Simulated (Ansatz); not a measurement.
The first iterations of a band of C2H8S2Si (13 atoms, charge 0, multiplicity 1).

The calculation used Ansatz 0.2.0, RKS PBE0/def2-SVP.

```json
{
 "movable images": "1",
 "climbing image": "yes",
 "spring": "5.0 eV/Å²",
 "optimiser": "quadratic models (default)",
 "start path": "through a guess of the saddle point",
 "force threshold": "0.03 eV/Å",
 "iteration limit": "60",
 "end points": "relaxed"
}
```

Initial state:

```xyz
13
Properties=species:S:1:pos:R:3
Si -1.612 -0.832 -0.794
C 0.225 -1.236 -0.586
S 1.269 0.259 -0.665
C 1.080 0.866 1.035
S 1.797 2.514 1.217
H -2.037 0.178 0.223
H -1.842 -0.275 -2.159
H -2.452 -2.060 -0.618
H 0.554 -1.873 -1.423
H 0.442 -1.803 0.334
H 0.020 0.863 1.332
H 1.639 0.226 1.736
H 0.936 3.138 0.383
```

Final state:

```xyz
13
Properties=species:S:1:pos:R:3
Si -1.557 -0.520 -0.602
C 0.221 -1.143 -0.325
S 0.860 -0.478 1.239
C 0.745 1.185 1.157
S 1.528 2.113 -0.094
H -2.356 -0.680 0.647
H -1.569 0.896 -1.065
H -2.146 -1.382 -1.673
H 0.870 -0.777 -1.137
H 0.279 -2.244 -0.285
H 2.158 -0.937 1.002
H 0.490 1.636 2.117
H 0.497 2.296 -0.966
```

| iteration | highest image above the first end (eV) | largest band force component (eV/Å) |
| --- | --- | --- |
| 1 | 5.636 | 9.585 |
| 2 | 5.282 | 9.114 |
| 3 | 5.319 | 8.717 |
| 4 | 5.241 | 7.808 |
| 5 | 5.112 | 6.296 |
| 6 | 4.954 | 5.751 |
| 7 | 4.379 | 4.384 |
| 8 | 4.410 | 4.163 |
| 9 | 4.011 | 3.283 |
| 10 | 3.228 | 2.929 |
| 11 | 2.521 | 2.865 |
| 12 | 2.230 | 2.110 |
| 13 | 2.230 | 1.564 |
| 14 | 2.230 | 0.613 |
| 15 | 2.230 | 0.390 |
| 16 | 2.230 | 0.404 |
| 17 | 2.230 | 0.411 |
| 18 | 2.230 | 0.570 |
| 19 | 2.230 | 0.732 |
| 20 | 2.230 | 0.895 |

Problem. Does the band converge within its limit, and where does its top end?

Solution. The run ended unconverged. It ended after 60 iterations with the highest image 2.746 eV above the first end. The band didn't meet its force threshold, so its energies are provisional: the largest band force was still 3.85 eV/Å, and over the last iterations the top moved between 2.23 and 2.75 eV. Neighbouring images lie up to 5.5 Å apart, so the band is torn or far too coarse. So few images can step over the top or miss a turn of the path. The orbitals stay closed-shell, which can raise the energy where a bond breaks towards radicals; this wasn't checked here.

The run took 4.2 min on 2 threads of Arm Neoverse V1, with other jobs on the host, peak memory 0.31 GiB.
